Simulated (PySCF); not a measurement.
Isomers of C5H9N3Si, mass 139.057 u with the commonest isotopes. Method: PBE0/pcSseg-1 in PySCF (dipole) on a GFN2-xTB geometry, gas phase. One conformer each, none proved a minimum here; rigid rotors.

Question: Order these by rotational constant C, largest first.
A. `[H]/[N:9]=[CH:8]\[CH2:7][SiH2:6]/[N:5]=[C:2](\[CH3:1])[C:3]#[N:4]` with C2–N5–Si6–C7 -119°, N5–Si6–C7–C8 -170°, Si6–C7–C8–N9 95°
B. `[SiH3:1][n:2]1[n:3][n:4][cH:5][c:6]1[CH:7]1[CH2:8][CH2:9]1` with C5–C6–C7–C8 35°
C. `[CH3:1][N:2]([CH3:3])[Si@H:4]1[CH2:5][C:6]([C:7]#[N:8])=[N:9]1` with C1–N2–Si4–C5 -121°
D. `[CH2:1]=[CH:2][n:3]1[n:4][n:5][c:6]([CH3:7])[c:8]1[SiH3:9]` with C1–C2–N3–N4 0°

Answer: B (801.8 MHz), D (773.1 MHz), C (667.2 MHz), A (498.2 MHz).

Question: Order these by dipole moment, largest first.
A. `Cc1nnc(C)c([SiH3])n1`
B. `[CH3:1][N:2]([CH3:3])[Si@H:4]1[CH2:5][C:6]([C:7]#[N:8])=[N:9]1` with C1–N2–Si4–C5 -121°
C. `[CH2:1]=[CH:2][n:3]1[n:4][n:5][c:6]([CH3:7])[c:8]1[SiH3:9]` with C1–C2–N3–N4 0°
D. `[SiH3:1][n:2]1[n:3][n:4][cH:5][c:6]1[CH:7]1[CH2:8][CH2:9]1` with C5–C6–C7–C8 35°
E. `[SiH3:1][c:2]1[cH:3][n:4][n:5][n:6]1[CH:7]1[CH2:8][CH2:9]1` with N5–N6–C7–C8 -15°

Answer: B (5.78 D), D (4.94 D), E (4.17 D), C (3.72 D), A (2.58 D).

Question: Order these by rotational constant B, largest first.
A. `[H]/[N:9]=[CH:8]\[CH2:7][SiH2:6]/[N:5]=[C:2](\[CH3:1])[C:3]#[N:4]` with C2–N5–Si6–C7 -119°, N5–Si6–C7–C8 -170°, Si6–C7–C8–N9 95°
B. `[SiH3:1][n:2]1[n:3][n:4][cH:5][c:6]1[CH:7]1[CH2:8][CH2:9]1` with C5–C6–C7–C8 35°
C. `[CH3:1][N:2]([CH3:3])[Si@H:4]1[CH2:5][C:6]([C:7]#[N:8])=[N:9]1` with C1–N2–Si4–C5 -121°
D. `[SiH3:1][c:2]1[cH:3][n:4][n:5][n:6]1[CH:7]1[CH2:8][CH2:9]1` with N5–N6–C7–C8 -15°
E. `[CH2:1]=[CH:2][n:3]1[n:4][n:5][c:6]([CH3:7])[c:8]1[SiH3:9]` with C1–C2–N3–N4 0°

Answer: E (1278 MHz), D (1227 MHz), B (1158 MHz), C (719.5 MHz), A (540.7 MHz).

```
                    SMILES  point group  Ia (u·Å²)  Ib (u·Å²)  Ic (u·Å²)      κ  μa (D)  μb (D)  μc (D)
       C=Cn1nnc(C)c1[SiH3]           Cs     267.28     395.41     653.74  -0.10    0.50    3.69    0.00
        [SiH3]n1nncc1C1CC1           Cs     239.23     436.41     630.27  -0.46    2.62    4.19    0.00
        [SiH3]c1cnnn1C1CC1           C1     252.72     411.85     620.13  -0.30    0.46    4.14    0.07
    CN(C)[Si@H]1CC(C#N)=N1           C1     131.65     702.40     757.43  -0.97    5.37    2.10    0.24
      Cc1nnc(C)c([SiH3])n1            –     231.30     443.44     662.71  -0.47    2.21    1.33    0.08
[H]/N=C\C[SiH2]/N=C(\C)C#N           C1     143.14     934.60    1014.41  -0.97    0.87    3.40    1.21
```
